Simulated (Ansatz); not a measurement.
Calculated with Ansatz (gas phase, PBE0-D4/def2-TZVP geometries, no zero-point term in ΔE). CCSD(T)/CBS is the MP2 limit (def2-TZVPP, def2-QZVPP) plus CCSD(T) − MP2 in def2-TZVPP, frozen cores. Functionals use def2-TZVPP. Elements past krypton have def2 core potentials. For Hf outer-core shells are correlated without core-valence functions, which leaves a few kJ/mol of doubt a bond. One conformer a species, not always the lowest.

Consider the redistribution: `FC(F)(F)C[O][Hf]([Cl])([Cl])[Cl]` + `BN=C=O` → `O=C=[N][Hf]([Cl])([Cl])[Cl]` + `BOCC(F)(F)F`.

Question: Is it downhill or uphill in electronic energy at CCSD(T)/CBS, and by how much? (Estimate.)

Answer: Ansatz gave: Downhill: ΔE = -20.5 kJ/mol.

Question: What do these levels give: r2SCANh-D4, B2PLYP, CCSD/def2-TZVPP, HF/def2-QZVPP, SCS-MP2/def2-QZVPP, HF/CBS(def2)? (Best estimate.)

Answer: Ansatz gave: r2SCANh-D4 -16.2, B2PLYP -18.1, CCSD/def2-TZVPP -20.8, HF/def2-QZVPP -22.8, SCS-MP2/def2-QZVPP -19.9, HF/CBS(def2) -22.8 kJ/mol.

Largest T1 diagnostic among the species: 0.017.

At CCSD(T), def2-SVP lies +5.9 kJ/mol from the extrapolated value and def2-TZVPP −0.8 kJ/mol. From BLYP to BHLYP (50 % exact exchange), in def2-TZVPP and without D4, ΔE moves by −3.5 kJ/mol. Leaving LDA and LC-ωPBE aside and taking each functional with its dispersion term where it has one, the values, not all of them listed here, spread over 6.2 kJ/mol, from PBE-QIDH to BLYP-D4.
